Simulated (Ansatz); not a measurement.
`FC(F)C(F)(F)CC(F)(F)F` + `[OH][Hf]([F])([F])[F]` → `FC(F)(F)C[O][Hf]([F])([F])[F]` + `FC(F)C(F)F`  (substitution at a C–C bond)

Isolated molecules relaxed with PBE0-D4/def2-TZVP in Ansatz; ΔE leaves out vibrations. CBS: MP2 limit from def2 TZ/QZ plus the TZ coupled-cluster correction, frozen cores. Functionals use def2-TZVPP. B3LYP here is the variant with VWN-RPA as its local correlation; programs differ in this. def2 core potentials past Kr. For Hf outer-core shells are correlated without core-valence functions, which leaves a few kJ/mol of doubt a bond. One conformer a species, not always the lowest.

| level | ΔE (kJ/mol) |
| --- | --- |
| BLYP-D4 | 46.1 |
| B3LYP-D4 | 48.3 |
| r2SCAN0-D4 | 59.0 |
| ωB97M-V | 60.8 |
| B3LYP | 42.8 |
| CAM-B3LYP | 49.6 |
| CCSD(T)/def2-SVP | 53.3 |
| CCSD/def2-TZVPP | 52.9 |

What does CCSD(T)/CBS give? (Best estimate.)

Computed: +59.5 kJ/mol. The listed levels differ from it by -13.4, -11.2, -0.5, 1.3, -16.7, -9.9, -6.2, -6.6 kJ/mol.

Largest T1 diagnostic among the species: 0.016.

The D4 term adds +5.5 kJ/mol with B3LYP and +3.1 kJ/mol with PBE0; it sums over pairs of atoms, weighted by their polarisabilities, and B3LYP, whose exchange is more repulsive, gets the larger term. At CCSD(T), def2-SVP lies −6.2 kJ/mol from the extrapolated value and def2-TZVPP −4.5 kJ/mol. Leaving LDA and LC-ωPBE aside and taking each functional with its dispersion term where it has one, the values spread over 14.7 kJ/mol, from BLYP-D4 to ωB97M-V. LDA lies +16.6 kJ/mol from PBE without D4.
